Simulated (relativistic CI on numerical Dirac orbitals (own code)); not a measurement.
# Transition arrays of In²¹⁺

Calculated at this level of theory: Dirac-Coulomb-Breit CI, KLI orbitals optimised for each configuration, model QED (radiative potential, 1s self-energy scaled to tabulated hydrogen-like ionisation energies), valence Slater integrals scaled by 0.9, whole transition arrays (own radial code, finite nucleus).

CI space (outside the closed core [Ar]): 3d10, 3d9 4f, 3d9 4p, 3d9 5f. Levels of other configurations are missing.

All E1 lines from the levels of 3d10; mean and standard deviation are weighted by gf, and upper levels are sorted by their leading configuration.

```tsv
Upper configuration	Lines	Σgf	Mean (eV)	Mean (nm)	σ (eV)	Strongest line (nm)
3d9 4f	3	5.5	628.82	1.972	3.80	1.969
3d9 4p	3	0.5	467.44	2.652	2.56	2.656
3d9 5f	3	2.6	779.41	1.591	3.84	1.587
```

Σgf per state of the lower configuration in bins of 0.05 nm over the central range (centre: value): 1.575: 2.16, 1.625: 0.41, 1.975: 5.12, 2.025: 0.35, 2.625: 0.06, 2.675: 0.44.

Q: How do configuration mixing and the scaling of the Slater integrals move the arrays?

A: Slater scale 0.9, no configuration mixing: 3d9 4f 629.9 ± 3.8 eV (Σgf 6.1), 3d9 4p 467.5 ± 2.6 eV (Σgf 0.4), 3d9 5f 778.3 ± 3.8 eV (Σgf 1.9); Slater scale 1: 3d9 4f 630.5 ± 3.8 eV (Σgf 5.5), 3d9 4p 467.7 ± 2.6 eV (Σgf 0.5), 3d9 5f 780.2 ± 3.8 eV (Σgf 2.6); Slater scale 0.8: 3d9 4f 627.1 ± 3.8 eV (Σgf 5.5), 3d9 4p 467.2 ± 2.6 eV (Σgf 0.5), 3d9 5f 778.6 ± 3.8 eV (Σgf 2.6). With mixing, levels are counted to their leading configuration, so an array can shrink or vanish into another, and the sums then hold other lines.
